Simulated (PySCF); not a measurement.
ethenyl(silyloxy)silane (C₂H₈OSi₂), SMILES C(=C)[SiH2]O[SiH3].

Geometry optimised at PBE-D3(BJ)/def2-SVP. Other conformers were not sampled.

Level of theory: PySCF 2.14.0 with PBE-D3(BJ)/def2-SVP.

Frequencies are harmonic and unscaled.

Q: Give all harmonic wavenumbers and intensities. (The exact figures need the calculation; the answer reports its results.)

A: 
| mode | ν (cm⁻¹) | IR (km/mol) | moving atoms (share of kinetic energy) |
|---|---|---|---|
| 1 | 21 | 1.6 | O 58 %, H 24 %, Si 10 % |
| 2 | 52 | 0.1 | H 91 % |
| 3 | 70 | 0.2 | Si 35 %, O 23 %, H 21 %, C 21 % |
| 4 | 122 | 0.1 | H 49 %, C 36 % |
| 5 | 160 | 0.7 | O 32 %, C 31 %, Si 19 %, H 18 % |
| 6 | 379 | 5.0 | C 45 %, Si 32 %, H 21 % |
| 7 | 398 | 0.2 | H 88 %, C 10 % |
| 8 | 584 | 11.1 | Si 56 %, O 17 %, H 14 %, C 13 % |
| 9 | 656 | 32.9 | H 73 %, Si 17 %, C 9 % |
| 10 | 667 | 2.0 | C 36 %, H 33 %, Si 28 % |
| 11 | 698 | 86.1 | H 81 %, C 9 % |
| 12 | 712 | 42.2 | H 77 %, O 11 %, Si 11 % |
| 13 | 716 | 22.1 | H 85 %, O 10 % |
| 14 | 863 | 462.8 | H 83 %, Si 14 % |
| 15 | 912 | 65.0 | H 96 % |
| 16 | 917 | 38.5 | H 96 % |
| 17 | 930 | 185.8 | H 93 % |
| 18 | 950 | 23.4 | H 72 %, C 28 % |
| 19 | 956 | 245.4 | H 86 % |
| 20 | 986 | 17.7 | H 80 %, C 10 %, Si 9 % |
| 21 | 1002 | 13.9 | H 94 % |
| 22 | 1053 | 361.7 | O 75 %, Si 17 %, H 8 % |
| 23 | 1228 | 0.5 | H 72 %, C 28 % |
| 24 | 1365 | 12.0 | H 85 %, C 15 % |
| 25 | 1621 | 4.6 | C 87 %, H 13 % |
| 26 | 2138 | 105.7 | H 96 % |
| 27 | 2143 | 83.2 | H 98 % |
| 28 | 2159 | 130.3 | H 98 % |
| 29 | 2159 | 174.0 | H 96 % |
| 30 | 2187 | 104.5 | H 96 % |
| 31 | 3051 | 11.4 | H 95 % |
| 32 | 3067 | 5.1 | H 92 %, C 8 % |
| 33 | 3149 | 5.9 | H 89 %, C 11 % |
